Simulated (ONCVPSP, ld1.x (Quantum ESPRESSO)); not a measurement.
Potentials for Mo (Z = 42) compared

Generated with ld1.x 7.5 (TM, RRKJ, ultrasoft, PAW), atompaw 4.2 or ONCVPSP 4.0.1. The cutoff is in Ry: for ld1.x and atompaw files where the sum of valence levels is converged to 10 mRy in a Bessel basis, for ONCV files where the hardest occupied wave has 1 mHa per electron of residual kinetic energy. The error is the largest all-electron minus pseudo excitation energy over each file’s own four to seven test configurations (ionisations up to +4, promotions, holes and added fractions of an electron), all of which were solved. The labels leave out finer settings (local radius, basis sizes, second energies), which also bear on the numbers. Spin-polarised tests are not counted. The rows are a selection from randomly drawn settings: files with unsolved tests, undetermined cutoffs or missed reference levels are left out.

| potential | cutoff (Ry) | largest error (meV) | bound ghosts |
| --- | --- | --- | --- |
| PAW, LDA (PZ), scalar-relativistic, rc 2.80/3.20/2.60/3.20 (spdf), local smoothed, core correction yes, reference 4d4.5 5s0 5p0 | 15 | -36 | none |
| PAW, PBE, scalar-relativistic, rc 3.20/4.30/1.70 (spd), local smoothed, core correction yes, reference 4d4 5s2 5p0 | 35 | -123 | none |
| ONCV, PBE, fully relativistic, rc 1.75/1.75/1.50 (spd), local smoothed, core correction yes, reference 4s2 4p6 4d5, qcut 7.5/9/7.5, projectors 2/1/2 | 43 | -2.5 | none |

(1) Fill in the row for Mo: ONCV, LDA (Perdew-Zunger), fully relativistic, rc 1.90/2.05/2.05 (spd), local smoothed, core correction yes, reference 4s2 4p6 4d6, qcut 8/5.7/7.9, projectors 2/3/2.

(2) Fill in the row for Mo: ONCV, PW91, scalar-relativistic, rc 1.50/1.85/2.55 (spd), local smoothed, core correction yes, reference 4s2 4p6 4d5 5s1, qcut 8.1/8.3/6.5, projectors 2/2/2.

(3) Fill in the row for Mo: ONCV, PBE, fully relativistic, rc 1.70/1.40/1.85 (spd), local smoothed, core correction yes, reference 4s2 4p6 4d5 5s1, qcut 8.6/6.6/7.1, projectors 2/2/2.

## Answers

(1) cutoff 37 Ry, largest error -0.9 meV, bound ghosts: none.

(2) cutoff 46 Ry, largest error +45 meV, bound ghosts: none.

(3) cutoff 45 Ry, largest error +4.4 meV, bound ghosts: none.
